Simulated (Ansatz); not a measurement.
C₅H₈Cl₃InN₂⁺, that is In(IMe)Cl3 with one electron fewer, relaxed as a doublet with UKS PBE-D4/def2-SVP in Ansatz, starting from the PBE-D4/def2-SVP geometry of the neutral singlet. Force threshold 0.03 eV/Å.

In the def2 sets In takes a core potential; there is no spin–orbit coupling.

Start:

```xyz
19

In   -0.244    0.102    2.402
C     0.032   -0.028    0.172
N     1.129   -0.300   -0.582
C     2.444   -0.640   -0.039
C     0.822   -0.217   -1.930
C    -0.509    0.117   -2.011
N    -0.969    0.226   -0.711
C    -2.330    0.581   -0.308
H     2.381   -1.561    0.570
H     3.147   -0.789   -0.877
H     2.807    0.170    0.621
H     1.562   -0.405   -2.714
H    -1.153    0.283   -2.880
H    -2.320    1.561    0.210
H    -2.973    0.624   -1.205
H    -2.711   -0.185    0.398
Cl   -0.961    2.376    2.676
Cl    1.857   -0.448    3.403
Cl   -2.013   -1.466    2.805
```

Q: Estimate the energy that the relaxation releases and the steps that it takes.

A: 19.9 kJ/mol, in 14 steps; 85 s on 4 threads of Arm Neoverse V2 on a shared host. The force fell under the threshold at step 7, but the optimiser went on and released 0.153 eV more. No frequencies were taken in this run, so the end may be a saddle point.

Q: Does the start keep its bonding?

A: By distances, no bond broke or formed. The bond that changes most is In1–Cl19, from 2.40 to 2.51 Å (atoms count from 1).

Q: Predict the relaxed structure.

A: 
```xyz
19

In    0.009    0.061    2.312
C     0.080   -0.010    0.130
N     1.168   -0.312   -0.630
C     2.497   -0.660   -0.116
C     0.831   -0.260   -1.967
C    -0.500    0.082   -2.032
N    -0.942    0.231   -0.734
C    -2.310    0.595   -0.353
H     2.466   -1.636    0.405
H     3.198   -0.727   -0.966
H     2.853    0.116    0.586
H     1.554   -0.468   -2.763
H    -1.155    0.231   -2.897
H    -2.305    1.532    0.234
H    -2.907    0.742   -1.269
H    -2.764   -0.212    0.253
Cl   -1.521    1.880    3.108
Cl    1.937   -0.381    3.538
Cl   -2.187   -0.804    3.159
```
Bond lengths: 6 × C–N 1.36 to 1.47 Å; 3 × Cl–In 2.33 to 2.51 Å; 1 × C–C 1.38 Å; 1 × C–In 2.18 Å; 8 × C–H 1.09 to 1.11 Å.
